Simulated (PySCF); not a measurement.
H5NO3Si, SMILES N[Si](O)(O)O.

Coordinates come from a ωB97X-D3(BJ)/def2-SVP optimisation. A frequency run showed that this geometry is not a minimum. One conformer was computed; it need not be the lowest.

Calculation: CAM-B3LYP/def2-TZVP in PySCF.

The molecule is in vacuum.

```json
{
  "total_energy": "-573.18317 hartree",
  "highest_occupied_level": "-9.41 eV",
  "lowest_empty_level": "1.14 eV",
  "orbital_gap": "10.55 eV",
  "dipole_moment": "2.25 D",
  "quadrupole, principal values (traceless, Buckingham form, about the centre of nuclear charge)": "-4.90, 0.67, 4.24 D·Å",
  "mean_static_polarisability": "39.7 bohr³ (5.88 Å³)",
  "polarisability_principal_values": "38.4, 38.8, 41.7 bohr³"
}
```
